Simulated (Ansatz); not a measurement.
Ansatz results at the PBE0-D4/def2-TZVP geometry: size of the dipole moment (ωB97M-V/def2-TZVPP) 0.34 D; HOMO–LUMO gap (ωB97M-V/def2-TZVPP) 11.54 eV; zero-point energy (PBE0-D4/def2-TZVP) 122.5 kJ/mol.

Each molecule was computed in one conformer, which needn't be the lowest.

(1) Which molecule gave them?
A. `OC[SiH2]CCl`
B. `BS[SiH2]C`
C. `N=C([SiH3])Cl`
D. `N[SiH]1[SiH2]O[SiH2]1`

Results:

(1) C. The others give `BS[SiH2]C`: 1.69, 10.74, 201.9; `OC[SiH2]CCl`: 2.59, 11.65, 230.5; `N[SiH]1[SiH2]O[SiH2]1`: 2.73, 9.31, 195.1.
